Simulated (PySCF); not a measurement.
## A small calculation by hand: oscillator strength and radiative lifetime

C4H4S2, SMILES C1SC(=C)SC=1.

Geometry: TPSSh-D3(BJ)/def2-SVP.

TDDFT-PBE/def2-SVPD (PySCF 2.14.0) puts the first singlet state with f over 0.02 at 3.79 eV (vertical), with the transition dipole (0.000, 0.534, 0.000) in atomic units.

Question: Find the oscillator strength, the wavelength and the radiative lifetime that this transition would have in vacuum if emission retraced absorption.

Answer: 
|μ|² = 0.2852 au, so |μ| = 1.36 D. ΔE = 3.79/27.211 = 0.1393 hartree. f = (2/3) ΔE |μ|² = 0.026 (the program prints 0.026).
λ = 1239.84/3.79 = 327 nm; ν = 30568 cm⁻¹.
Einstein's coefficient A = 0.6670 ν² f s⁻¹ (ν in cm⁻¹) = 1.7e7 s⁻¹, so τ = 1/A = 61 ns. This state is S2; the lower singlet has f = 0.000. The figure is the radiative limit of this one transition; relaxation, internal conversion, crossing to triplets and a medium change what is measured.
